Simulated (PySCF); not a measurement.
GaH, SMILES [GaH] (connectivity only; charge and spin as stated), neutral, multiplicity 1. Coordinates come from a B3LYP-D3(BJ)/def2-TZVPD optimisation.

TDA-B3LYP/def2-TZVPD run with PySCF puts the lowest singlet excitations at 3.02, 3.02, 5.42, 6.84, 6.84, 6.85 eV.

Q: What are the lowest excitation roots from ADC(2)/aug-cc-pVDZ run with PySCF 2.14.0? (The exact figures need the calculation; the answer reports its results.)

A: 3.08, 3.08, 5.52, 6.23, 6.42, 6.42 eV. S1 differs by 0.06 eV (second minus first; roots are paired by order, and the bases may differ).
